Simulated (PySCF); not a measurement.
# What a mistake does to a calculation on B2CH6N cation

Calculated results; nothing here was measured. The program is PySCF 2.14.0, an open-source quantum chemistry code, run on an isolated molecule that a program drew, which may never have been made. The molecule is B2CH6N cation (charge +1, singlet), drawn as the SMILES string `[BH+]NCB`.

Each row is a Hartree-Fock (HF) and frozen-core CCSD(T) single point in the cc-pVDZ basis, meant for a local HF minimum. Run 1 is clean. Each other run has one planted mistake out of seven kinds, and not every kind appears here: one electron removed, one electron added, multiplicity raised by two, geometry at a saddle point, minimal basis STO-3G, one bond length entered in bohr, all coordinates scaled. The reference is restricted for singlets and unrestricted otherwise, and also for a bond in bohr. Adding or removing an electron swaps singlet and doublet. Electrons count all cores. HOMO and LUMO are orbital energies over both spins, the gradient is its largest component, and the lowest frequency (negative if imaginary) is given only where the gradient is small. Bond lengths are over the 9 bonds as drawn. T1 is the CCSD diagnostic: over 0.02 (restricted) or 0.045 (unrestricted) a single reference is doubtful.

Geometry of the clean run:
```xyz
10
B2CH6N cation, angstrom
B     0.0895    2.1156    0.3312
N    -0.2860    0.9338    0.7383
C     0.4498   -0.3739    0.5732
B    -0.4680   -1.5863    0.1165
H     0.4321    3.1701   -0.0424
H    -1.1768    0.8622    1.2124
H     0.9091   -0.6106    1.5364
H     1.2655   -0.2182   -0.1337
H    -1.6514   -1.4579    0.0187
H     0.0791   -2.6223   -0.0929
```

```
run  electrons  basis functions  <S^2>  HOMO (eV)  LUMO (eV)  gradient (hartree/bohr)  lowest frequency (cm^-1)  mean bond (Å)  longest bond (Å)      T1  HF (hartree)  CCSD(T) (hartree)                 mistake
  1         28               86  0.000     -17.40      -4.06                  1.1e-05                        85         1.2391             1.588  0.0127    -144.91281         -145.41978                no fault
  2         28               86  0.000     -16.92      -4.14                  4.7e-02                         -         1.3147             1.685  0.0150    -144.88248         -145.40279  all coordinates scaled
  3         28               26  0.000     -16.75      -1.71                  2.4e-02                         -         1.2391             1.588  0.0162    -143.16441         -143.39528    minimal basis STO-3G
  4         27               86  0.763     -24.33     -14.75                  1.5e-01                         -         1.2391             1.588  0.0375    -144.31994         -144.80429    one electron removed
  5         28               86  0.718     -16.91      -4.21                  1.7e-02                         -         1.3469             2.061  0.0592    -144.78446         -145.28969                       ?
```

**Which mistake was planted in run 5, and what did it cost?**

The mean bond changes by a factor of 1.087 and the longest by 1.298, so the molecule wasn't scaled as a whole. A length L in bohr read as angstrom grows by (1/0.5292 - 1) L = 0.890 L. The 9 bonds together grew by 9 x 0.1078 = 0.970 Å, which gives L = 1.090 Å. That is the length of one of the C-H bonds, 1.091 Å in the clean geometry. So the mistake is: one bond length entered in bohr. Subtracting run 1 and multiplying by 627.51 kcal/mol a hartree, the energy moved by 80.5 kcal/mol in HF and 81.6 kcal/mol in CCSD(T).

Cautions from the logs. Run 5: T1 is over the limit, so its CCSD(T) energy is less reliable.
